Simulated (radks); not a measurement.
Numerical settings for the technetium ion Tc+, [Kr] 4d5 5s1. All-electron calculation, Dirac Kohn-Sham, LDA (Slater exchange, Perdew-Wang correlation), spin-unpolarised, spherical densities, point nucleus; open shells fill j = l - 1/2 first. Program: a radial shooting solver on a logarithmic mesh with Libxc functionals. The defaults (mesh step 0.008 in ln r, mesh end at 40 bohr or more with all orbitals vanishing there, Anderson mixing 0.5 over 9 steps, residual threshold near 1e-9 with the energy settled to 1e-9 hartree or 1e-11 of itself, here a cap of 84 iterations) give E = -4281.6482 hartree and 5s1/2 at -11.695 eV in 14 iterations. Times are rough (one thread of a shared host). Changes against that run (0 stands for a change within the tolerance of the run):

setting,iterations,converged,E (mhartree),e(5s1/2) (meV),CPU (s)
mesh step in ln r 0.08,4,no,diverged,-,0.02
mesh step in ln r 0.012,14,yes,0,0,0.08
mesh step in ln r 0.2,2,no,diverged,-,0.02
mesh end (bohr) 20,14,yes,0,0,0.11
mesh end (bohr) 1,13,level above zero,+1.99e+05,+1.25e+06,0.08
residual threshold 1e-05,9,yes,0,+0.0328,0.09
residual threshold 1e-13,18,yes,0,0,0.14
mixing 1.5,15,yes,0,0,0.12
"linear mixing, mixing 0.05",84,no,+0.00768,-60,0.58
"linear mixing, mixing 0.2",84,no,0,0,0.47
mixing history 2,17,yes,0,0,0.13
iteration cap 8,8,no,0,+0.0328,0.07

Settled on a wrong energy, with an occupied level pushed above zero by the early mesh end: mesh end (bohr) 1 (+199 hartree). Apart from these: no run marked as converged misses the energy by more than 1 mhartree. A mesh that ends early acts as a hard wall.
